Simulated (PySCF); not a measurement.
C3H6Cl, SMILES C[C](C)Cl, multiplicity 2. The structure is a stationary point at PBE-D3(BJ)/def2-SVP. The isomer is the one that the SMILES or the coordinates give; other isomers of the formula were not compared.

Computed equilibrium geometry at PBE-D3(BJ)/def2-SVP (PySCF confirms it by a frequency run) as a Z-matrix, and its point group:
point group Cs.
```
C
C 1 1.4887
H 2 1.1089 1 111.54
H 2 1.1096 3 108.59 1 -121.82
H 2 1.1190 3 106.73 4 -115.13
C 1 1.4887 2 123.56 3 -159.76
H 6 1.1089 1 111.54 2 159.76
H 6 1.1096 7 108.59 1 121.82
H 6 1.1190 7 106.73 8 115.13
Cl 1 1.7473 2 115.96 3 45.09
```
Charge 0, spin multiplicity 2.
